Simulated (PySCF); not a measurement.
A structure optimised at PBE-D3(BJ)/def2-SVP, used in a PySCF frequency run:

```
N
C 1 1.3982
F 2 1.3249 1 123.22
C 2 1.3578 3 136.93 1 -178.77
H 4 1.0915 2 137.81 3 6.45
C 1 1.5070 2 85.57 3 179.33
H 6 1.1103 1 111.46 2 119.40
H 6 1.1113 7 110.28 1 -125.60
Si 1 1.7607 2 133.95 3 33.75
H 9 1.5001 1 107.81 2 -59.06
H 9 1.5010 10 111.18 1 115.45
H 9 1.5114 10 108.61 11 119.59
```

Question: Write its SMILES and formula.

Answer: FC1=CCN1[SiH3], C3H6FNSi

Question: What are its rotational constants (standard atomic weights)?

Answer: 4.5348, 2.3678, 1.6179 GHz
